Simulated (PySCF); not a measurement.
FH₅O₃Si₂, SMILES O[Si](O)(O)[SiH2]F. Atoms are numbered in the order given.

```xyz
11

Si     1.4034    -0.6687    -0.4487
F      1.8248     0.2775    -1.7184
Si    -0.6299     0.1067     0.3992
O     -0.5615     1.6203     1.0698
O     -1.8023     0.2303    -0.7762
O     -0.9669    -0.9824     1.6001
H      1.2942    -2.0719    -0.9543
H      2.5028    -0.6064     0.5584
H     -0.8500     2.3415     0.4970
H     -1.9389    -0.5289    -1.3550
H     -1.6148    -0.7105     2.2638
```

Geometry: r2SCAN-D4/def2-SVP. This is a generated structure with no PubChem entry under its InChIKey; it may be hypothetical. Other conformers were not sampled.

Calculation: ωB97X/def2-TZVP run with PySCF.

The molecule is in vacuum.

Computed frontier levels, gap, dipole moment and polarisability:
- highest occupied level = -10.49 eV
- lowest empty level = 1.56 eV
- orbital gap = 12.05 eV
- dipole moment = 1.83 D
- quadrupole, principal values (traceless, Buckingham form, about the centre of nuclear charge) = -3.28, 0.04, 3.23 D·Å
- mean static polarisability = 58.7 bohr³ (8.70 Å³)
- polarisability, principal values = 54.1, 56.7, 65.4 bohr³
